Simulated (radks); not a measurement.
Er, 68 electrons, occupied as [Xe] 4f10.5 5d1.5 6s2 (fractional occupations, a model configuration). All-electron calculation, scalar-relativistic Kohn-Sham, r2SCAN, spin-unpolarised, spherical densities, finite nucleus; meta-GGA in the generalised Kohn-Sham scheme; Fermi nuclear charge, rms radius 5.2516 fm. Program: a radial shooting solver on a logarithmic mesh with Libxc functionals.

Normalised radial functions P(r) = r R(r), r in bohr:

r,5p,6s,5d
0.001873,0.0035,0.0235,0.0000
0.002538,0.0058,0.0291,0.0000
0.003468,0.0098,0.0354,0.0001
0.0047,0.0162,0.0415,0.0002
0.006421,0.0269,0.0469,0.0004
0.008702,0.0434,0.0493,0.0009
0.01189,0.0690,0.0462,0.0021
0.01611,0.1045,0.0345,0.0047
0.02201,0.1509,0.0110,0.0102
0.02983,0.1983,-0.0223,0.0209
0.04075,0.2283,-0.0587,0.0412
0.05568,0.2035,-0.0777,0.0746
0.07546,0.0906,-0.0558,0.1193
0.1031,-0.1115,0.0157,0.1639
0.1397,-0.2958,0.0943,0.1736
0.1909,-0.2873,0.0999,0.1048
0.2587,0.0103,-0.0113,-0.0496
0.3534,0.4037,-0.1471,-0.2220
0.4789,0.4471,-0.1237,-0.2638
0.6543,-0.0322,0.0851,-0.0918
0.8867,-0.6576,0.2568,0.2137
1.211,-0.9637,0.1821,0.5033
1.642,-0.8027,-0.1147,0.6357
2.243,-0.4295,-0.4346,0.6049
3.064,-0.1479,-0.5834,0.4778
4.153,-0.0340,-0.5047,0.3226
5.673,-0.0042,-0.2908,0.1708
7.689,-0.0003,-0.1075,0.0679
10.5,0.0000,-0.0222,0.0183

5p: eigenvalue -32.386 eV, 3 radial nodes at r = 0.0878, 0.257, 0.644 bohr, <r> = 1.44 bohr, 90 % of the charge inside 2.11 bohr. 6s: eigenvalue -4.722 eV, 5 radial nodes at r = 0.0246, 0.0974, 0.253, 0.586, 1.48 bohr, <r> = 3.74 bohr, 90 % of the charge inside 5.53 bohr. 5d: eigenvalue -2.516 eV, 2 radial nodes at r = 0.238, 0.723 bohr, <r> = 2.64 bohr, 90 % of the charge inside 4.39 bohr.
